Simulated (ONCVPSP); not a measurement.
Transferability test, ONCV potential for Cd

- Element: cadmium
- Generator: ONCVPSP 4.0.1
- Type: optimised norm-conserving Vanderbilt (ONCV)
- Functional: PBEsol
- Relativity: fully relativistic
- Frozen core: [Ar] 3d10
- Valence charge: 20
- Reference configuration: 4s2 4p6 4d10 5s0.5 (charge +1.5)
- Partial waves: 4s+5s: rc 1.45 bohr, ncon 4, nbas 9, qcut 8.2 1/bohr, 3 projectors, debl 2.5 Ha; 4p: rc 1.05 bohr, ncon 3, nbas 6, qcut 7.9 1/bohr, 3 projectors, debl 0.8 Ha; 4d: rc 1.60 bohr, ncon 4, nbas 9, qcut 11.6 1/bohr, 2 projectors, debl 3.8 Ha
- Local potential: polynomial inside 0.80 bohr (lpopt 5, dvloc0 0 Ha)
- Core correction: none

Open shells are filled in proportion to 2j + 1.

In the p channel the program set the typed energies aside and used -2.896, 0.250, 1.050 Ha (j = l + 1/2; the other j can differ).

Energies are relative to the spin-unpolarised reference configuration 4s2 4p6 4d10 5s0.5; without spin polarisation the order of configurations can differ from experiment.

```tsv
valence configuration	charge	ΔE all-electron (eV)	error AE − PS (meV)
4s2 4p6 4d10 5s2	0	-16.840	-0.7
4s2 4p6 4d10 5s0	+2	9.568	0.0
```

(1) What are ΔE and the potential's error for 4s2 4p6 4d10 5s1?

(2) What are ΔE and the potential's error for 4s2 4p6 4d10 5s0 5p1?

Levels in the configuration 4s2 4p6 4d10 5s0:

```csv
level,all-electron (eV),pseudo (eV)
4s j=1/2,-124.640,-124.649
4p j=3/2,-83.977,-83.979
4p j=1/2,-89.817,-89.818
4d j=5/2,-30.147,-30.148
4d j=3/2,-30.867,-30.867
```

Results:

(1) ΔE = -7.530 eV all-electron; the error (AE − PS) is -0.2 meV.

(2) ΔE = -1.691 eV all-electron; the error (AE − PS) is -0.2 meV.

These tests converged, but a pseudo level misses the all-electron one widely, so the file describes the atom poorly there or has found another state: 4s2 4p6 4d10 5s0 5p1: empty 5s by 7.1 eV.
